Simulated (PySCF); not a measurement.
Species: tetraethylmethane, C9H20.
Numbering: `[CH3:1][CH2:2][C:3]([CH2:4][CH3:5])([CH2:6][CH3:7])[CH2:8][CH3:9]` (hydrogens: H10, H11, H12 on C1; H13, H14 on C2; H15, H16 on C4; H17, H18, H19 on C5; H20, H21 on C6; H22, H23, H24 on C7; H25, H26 on C8; H27, H28, H29 on C9)

Level: PBE0/pcSseg-1 in PySCF, non-relativistic, on one gas-phase PBE0-D3(BJ)/def2-SVP geometry that isn't relaxed in the solvent. The solvent is an IEF-PCM continuum (Bondi radii, 1.10 Å for H, scaled by 1.2). The model holds no explicit solvent molecules, cavitation or dispersion.

Gas phase at PBE0/pcSseg-1: HOMO -8.30 eV, LUMO 1.20 eV, dipole 0.00 D.

Question: What does the continuum do to the energy, the frontier levels and the dipole at PBE0/pcSseg-1 in acetone and water?

Answer: 
```csv
solvent,ε,E(solvent) − E(gas) (kcal/mol),polarisation term (kcal/mol),distortion of the solute (kcal/mol),HOMO (eV),LUMO (eV),dipole (D)
acetone,20.49,-0.87,-0.89,0.02,-8.18,1.35,0.00
water,78.36,-0.92,-0.95,0.03,-8.17,1.35,0.00
```

The first energy column is the sum of the next two and covers electrostatics alone. From acetone to water the lowering changes by a factor 1.06, Onsager's factor (ε − 1)/(2ε + 1) by 1.06 and ε itself by 3.8. Charge and dipole vanish, so a point-dipole model would give no lowering at all.

Shape of the structure used: `[CH3:1][CH2:2][C:3]([CH2:4][CH3:5])([CH2:6][CH3:7])[CH2:8][CH3:9]`: C1–C2–C3–C4 180°, C2–C3–C4–C5 180°, C2–C3–C6–C7 60°, C2–C3–C8–C9 -59°.
